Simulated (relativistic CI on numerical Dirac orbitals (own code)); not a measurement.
# Zn⁺: calculation against measurement

Method of calculation: Dirac-Coulomb-Breit CI, KLI orbitals optimised for each configuration, model QED (radiative potential, 1s self-energy scaled to tabulated hydrogen-like ionisation energies), valence Slater integrals scaled by 0.85, P86 correlation energy added to each configuration (own radial code, finite nucleus).

CI space (outside the closed core [Ar]): 3d10 4s, 3d10 4p, 3d9 4s2, 3d10 5s, 3d10 4d, 3d10 5p, 3d10 4f, 3d9 4s 4p, 3d10 6s, 3d10 5d, 3d10 6p, 3d10 7s, 3d10 5g, 3d10 5f, 3d10 6d, 3d10 7p, 3d10 8s, 3d10 8p, 3d9 4s 5p, 3d9 4s 5s. Double excitations out of closed p, d and f shells are left out; levels of such configurations are missing from the list, as are those of other unlisted configurations, and high levels can miss mixing partners.

```tsv
Configuration	Term (tabulated)	J	Measured (cm⁻¹)	Computed	Error	Purity (%)
3d10 4s	2S	1/2	0.0	0	0	100
3d10 4p	2P°	1/2	48481.1	45227	-3254	99
3d10 4p	2P°	3/2	49355.0	45939	-3416	99
3d9 4s2	2D	5/2	62722.5	58155	-4567	100
3d9 4s2	2D	3/2	65411.7	60803	-4608	100
3d10 5s	2S	1/2	88437.1	82690	-5747	100
3d10 4d	2D	3/2	96909.9	89943	-6967	100
3d10 4d	2D	5/2	96960.6	89983	-6978	100
3d10 5p	2P°	1/2	101366.0	95228	-6138	95
3d10 5p	2P°	3/2	101611.4	95405	-6206	95
3d10 4f	2F°	7/2	117263.6	112395	-4869	100
3d10 4f	2F°	5/2	117264.1	112398	-4866	100
```

Measured levels from NIST Handbook of Basic Atomic Spectroscopic Data (Sansonetti and Martin, J. Phys. Chem. Ref. Data 34, 1559 (2005)); pairs were made by configuration, J and term (by order where the table uses no LS term), so strongly mixed levels may be paired wrongly.

Mean error by configuration (cm⁻¹): 3d10 4p -3335; 3d9 4s2 -4588; 3d10 5s -5747; 3d10 4d -6973; 3d10 5p -6172; 3d10 4f -4867. Over the excited levels the mean absolute error is 5238 cm⁻¹ (11 of the 11 excited levels that our extract of the source holds in range could be paired), and the median relative error of those above 1,000 cm⁻¹ is 6.7 %.

Transition probabilities of persistent lines. The last column rescales the computed rate by the cube of measured over computed energy:

```
λ measured (Å)            Lower            Upper  A tabulated (s⁻¹)  A computed  A rescaled
   2025.48 air   3d10 4s 2S_1/2  3d10 4p 2P°_3/2           4.07e+08    4.20e+08    5.21e+08
   2062.00 air   3d10 4s 2S_1/2  3d10 4p 2P°_1/2           3.86e+08    4.01e+08    4.94e+08
   2064.23 air  3d10 4p 2P°_1/2   3d10 4d 2D_3/2           4.60e+08    6.00e+08    7.62e+08
   2099.93 air  3d10 4p 2P°_3/2   3d10 4d 2D_5/2           5.60e+08    7.04e+08    8.89e+08
   4911.63 air   3d10 4d 2D_3/2  3d10 4f 2F°_5/2           1.60e+08    2.87e+08    2.14e+08
```
